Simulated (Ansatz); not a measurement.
## doublet BeF: levels of theory in one basis

| atom | x (Å) | y (Å) | z (Å) |
| --- | --- | --- | --- |
| Be | 0.0000 | 0.0000 | 0.0000 |
| F | 0.0000 | 0.0000 | 1.4290 |

Basis set: def2-SVP (spherical functions). Left uncorrelated: 1 orbital. Correlation on ROHF uses semicanonical orbitals with singles. Charge 0, multiplicity 2.

Computed with Ansatz (development build ahead of 0.2.0); each method stands on the lowest determinant of its kind that the runs found.

```tsv
method	E − E(ROHF) (eV)	<S²> of the determinant
ROHF	0.00	–
UHF	-0.01	0.75
ROHF-MP2	-5.63	–
UHF-MP2	-5.64	0.75
```

(1) What does ROHF-CCSD(T) give on the same scale?

(2) Is a single determinant a sound starting point here?

Results:

(1) -5.77 eV.

(2) By this sign, yes. Unrestricted orbitals gain 0.01 eV and <S²> is 0.75 against 0.75 for a pure state.
